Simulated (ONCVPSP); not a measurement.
**Logarithmic derivatives: Ag (Z = 47), ONCV**

Ag, optimised norm-conserving Vanderbilt (ONCV), made with ONCVPSP 4.0.1 (PBE, scalar-relativistic). Core [Ar] 3d10, reference 4s2 4p6 4d8 (charge +3). Waves: 4s: rc 1.25 bohr, ncon 4, nbas 8, qcut 9 1/bohr, 2 projectors, debl 2.3 Ha; 4p: rc 1.40 bohr, ncon 3, nbas 6, qcut 11.1 1/bohr, 2 projectors, debl 1.5 Ha; 4d: rc 1.85 bohr, ncon 4, nbas 9, qcut 8.8 1/bohr, 2 projectors, debl 3.4 Ha. Local part: polynomial inside 1.20 bohr (lpopt 5, dvloc0 0 Ha). Core correction: none.

In the s channel the program set the typed energies aside and used -4.914, 0.250 Ha. In the p channel the program set the typed energies aside and used -3.559, 0.250 Ha.

The phase is arctan(r·R′/R) of the radial function R(r), unwrapped; energies in Ha, scanned from -6 to 5 Ha. A pole is an energy at which the radial function vanishes at the test radius. The pseudo phase is shifted by a multiple of π to meet the all-electron one at the reference energy, and phase errors are pseudo minus all-electron; the curves can meet again beyond the range given. Levels narrower than the energy grid can be missing from the lists of poles.

Question: For each channel, where are the poles, and over which energies does the pseudopotential scatter like the atom?

Answer:

```json
{"channel": "s", "radius (bohr)": "1.27", "reference energy (Ha)": "-4.91", "poles, all-electron": "-3.38", "poles, pseudo": "-3.38", "unbroken range about the reference energy with phases within 0.05 rad": "the whole range", "phase error 1 Ha above the reference energy (rad)": "-0.000"}
{"channel": "p", "radius (bohr)": "1.42", "reference energy (Ha)": "-3.56", "poles, all-electron": "-2.52", "poles, pseudo": "-2.52", "unbroken range about the reference energy with phases within 0.05 rad": "the whole range", "phase error 1 Ha above the reference energy (rad)": "-0.000"}
{"channel": "d", "radius (bohr)": "1.88", "reference energy (Ha)": "-1.61", "poles, all-electron": "-1.16, 4.89", "poles, pseudo": "-1.16, 4.97", "unbroken range about the reference energy with phases within 0.05 rad": "the whole range", "phase error 1 Ha above the reference energy (rad)": "+0.001"}
```

Phases in the p channel:

| E (Ha) | all-electron | pseudo |
| --- | --- | --- |
| -5.96 | 1.052 | 1.052 |
| -5.40 | 0.871 | 0.870 |
| -4.84 | 0.420 | 0.420 |
| -4.28 | -0.560 | -0.560 |
| -3.72 | -1.188 | -1.188 |
| -3.16 | -1.432 | -1.432 |
| -2.60 | -1.557 | -1.557 |
| -2.04 | -1.639 | -1.639 |
| -1.48 | -1.706 | -1.706 |
| -0.92 | -1.769 | -1.769 |
| -0.36 | -1.838 | -1.838 |
| 0.20 | -1.925 | -1.925 |
| 0.76 | -2.049 | -2.049 |
| 1.32 | -2.251 | -2.251 |
| 1.88 | -2.618 | -2.619 |
| 2.44 | -3.223 | -3.226 |
| 3.00 | -3.794 | -3.798 |
| 3.56 | -4.122 | -4.125 |
| 4.12 | -4.301 | -4.304 |
| 4.68 | -4.408 | -4.412 |
